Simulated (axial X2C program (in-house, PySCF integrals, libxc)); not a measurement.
## HHfH⁺: properties at the nuclei

Computed with an in-house all-electron X2C program for linear molecules (integrals from PySCF): two-component X2C with atomic mean-field Coulomb and Gaunt terms, Gaussian nuclei, basis H dyall-v3z, Hf dyall-v3z with contracted cores.

H–Hf–H held linear, with bonds 1.879 and 1.879 Å (near the PBE0 minimum at charge 1 of the determinant lowest at the starting distance; the state shown can have its own minimum elsewhere, held linear; other orders of the atoms were not compared).

Input and command:
```json
{"zs": [1, 72, 1], "q": 1, "bas": ["dyall-v3z", "dyall-v3z", "dyall-v3z"], "r0": [1.84, 1.84], "symm": 1, "scan": ["PBE0", "HF", "B3LYP"], "levels": ["PBE0", "HF", "B3LYP"], "nst": 2}
```
```bash
python solin.py task.json out
```

Keys: zs atomic numbers; q charge; bas basis sets; r0 starting distance in Å; symm equal bonds; scan levels of the two-bond scan; levels methods; nst determinants followed.

Determinant lowest in the PBE0 search, Ω = 1/2 (⟨Sz⟩ = 0.48, ⟨Lz⟩ = 0.02 at PBE0), spin on the atoms H 0.01, Hf 0.47, H 0.01:

| level | A∥/gI H (MHz) | qzz H (a.u.) | A∥/gI Hf (MHz) | qzz Hf (a.u.) |
| --- | --- | --- | --- | --- |
| PBE0 | 2.01 | 0.07 | 11000 | -18.76 |
| HF | -1.92 | 0.07 | 10600 | -19.07 |
| B3LYP | 4.05 | 0.07 | 11100 | -18.73 |

Determinant 0.08 eV from it at PBE0 and this distance, Ω = 3/2 (⟨Sz⟩ = -0.48, ⟨Lz⟩ = 1.98 at PBE0), spin on the atoms H -0.01, Hf -0.46, H -0.01:

```json
{"level": "PBE0", "A∥/gI H (MHz)": "2.12", "qzz H (a.u.)": "0.07", "A∥/gI Hf (MHz)": "1070", "qzz Hf (a.u.)": "-13.48"}
{"level": "HF", "A∥/gI H (MHz)": "1.81", "qzz H (a.u.)": "0.08", "A∥/gI Hf (MHz)": "1140", "qzz Hf (a.u.)": "-12.85"}
{"level": "B3LYP", "A∥/gI H (MHz)": "1.71", "qzz H (a.u.)": "0.07", "A∥/gI Hf (MHz)": "1050", "qzz Hf (a.u.)": "-13.55"}
```

A∥ (defined per Ω) follows by multiplying with gI = μI/(I μN); qzz is the electric field gradient, eQq0 = 234.96 MHz × Q/barn × qzz. The operators were transformed with the bare-nucleus X2C matrices; with these basis sets, hyperfine constants and field gradients can be off by tens of per cent, and where levels differ in sign neither size nor sign is settled.

With gI(177Hf) = 0.2267, Q(177Hf) = 3.365 barn (g factors from the IAEA table of nuclear moments by Stone; Q from Pyykkö, Mol. Phys. 2018), turn the PBE0 values of the first state into constants in MHz.

A∥(177Hf) = 11000 × 0.2267 = 2490 MHz; eQq0(177Hf) = 234.96 × (3.365) × (-18.76) = -14800 MHz.

The molecule was held linear; bending was not examined, so a bent shape may lie lower.

Each state is one determinant with collinear spin. Unrestricted Hartree–Fock can overshoot spin polarisation at the nuclei. At HF a later determinant lies lower. States lie within half an eV, so the first need not be the ground state. Where a field gradient or hyperfine factor spreads by more than a factor of two over the levels, a constant derived from it is not to be relied on. PBE0 term energies can be off by some tenths of an eV.
